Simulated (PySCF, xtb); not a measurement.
BeH6Si2, SMILES [SiH3][Be][SiH3].

GFN2-xTB run with xtb at its own geometry gives an orbital gap of 2.71 eV and a dipole moment of 0.04 D.

Coordinates come from a PBE0-D3(BJ)/def2-TZVP optimisation.

Question: What does ωB97X/def2-TZVPD (PySCF) give? (Estimate from the structure and the level; the computed values follow.)

Answer: gap 9.85 eV (levels -9.73 and 0.11 eV), dipole 0.00 D.
